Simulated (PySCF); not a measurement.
CdHI, SMILES [CdH][I]. Atoms are numbered in the order given.

```xyz
3

Cd     0.0000     0.0000    -1.3344
H      0.0000     0.0000    -2.9978
I      0.0000     0.0000     1.2651
```

The structure is a stationary point at PBE0-D3(BJ)/def2-TZVP. The def2 effective core potentials stand for the cores of Cd, I; spin–orbit coupling is left out.

Computed with PBE0-D3(BJ)/def2-TZVP (PySCF 2.14.0).

Frequencies are harmonic and unscaled.

Modes within 1.5 cm⁻¹ of each other (mostly degenerate sets) share a row, with their intensities summed.

```tsv
mode	ν (cm⁻¹)	IR (km/mol)	moving atoms (share of kinetic energy)
1	210	11.8	Cd 52 %, I 47 %
2–3	395	105.1	H 97 %
4	1851	150.7	H 99 %
```
